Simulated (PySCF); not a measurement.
**Excitation energy of Rh²⁺ by level of theory**

Rh²⁺ [Kr] 4d7 (4F) → Rh²⁺ [Kr] 4d6 5s1 (6D), as a difference of total energies. Computed with PySCF 2.14 in aug-cc-pwCVDZ-PP with ECP28MDF, with a scalar-relativistic core potential. Correlated levels: valence: 4s2 4p6 frozen; valence and next inner shell: nothing frozen outside the core potential. The calculations carry no spin-orbit coupling.

```
                                method  excitation energy (cm⁻¹)
                                   UHF                     38476
                                   LDA                     38058
                                   PBE                     39458
                                  PBE0                     40876
                                r2SCAN                     38112
                               wB97M-V                     44159
                                  BLYP                     40180
                                 B3LYP                     41386
                                  PW91                     39568
                         MP2 (valence)                     42414
                     SCS-MP2 (valence)                     46404
    MP2 (valence and next inner shell)                     37827
SCS-MP2 (valence and next inner shell)                     40581
```
